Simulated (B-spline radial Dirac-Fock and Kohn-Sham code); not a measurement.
EELS cross sections of the Pr N1 edge

System: neutral praseodymium in the configuration [Xe] 4f3 6s2. Calculated with a radial finite-basis atomic code, using the first Born approximation with generalised oscillator strengths from a Dirac-Hartree-Slater potential (longitudinal and transverse terms; continuum final states only, so no white lines or fine structure). The edge is taken at 304.5 eV (tabulated value).

Partial cross sections σ(β, Δ) in barn, integrated over a window Δ above the edge and up to the collection semi-angle β, for parallel illumination:

```
E₀ (kV)  β (mrad)  Δ = 25 eV  Δ = 50 eV  Δ = 100 eV  Δ = 200 eV  Δ = 300 eV
     60        50        658       1210        2110        3400        4230
     80        20        394        735        1290        2030        2470
     80       100        781       1460        2530        4130        5290
    100         5        173        319         541         812         956
    100        20        361        674        1180        1880        2300
    120         5        173        319         544         822         974
    120        50        520        960        1650        2660        3330
    120       100        601       1130        1960        3210        4130
    200        10        228        426         745        1170        1430
    200        50        434        810        1400        2270        2880
    200       100        449        843        1470        2400        3090
    300         5          ?          ?           ?           ?           ?
    300        20        270        500         873        1410        1760
    300        50        372        698        1210        1980        2540
```

Problem. Give the row for 300 kV and 5 mrad.

Solution. 166 b for 25 eV, 309 b for 50 eV, 537 b for 100 eV, 836 b for 200 eV, 1010 b for 300 eV.
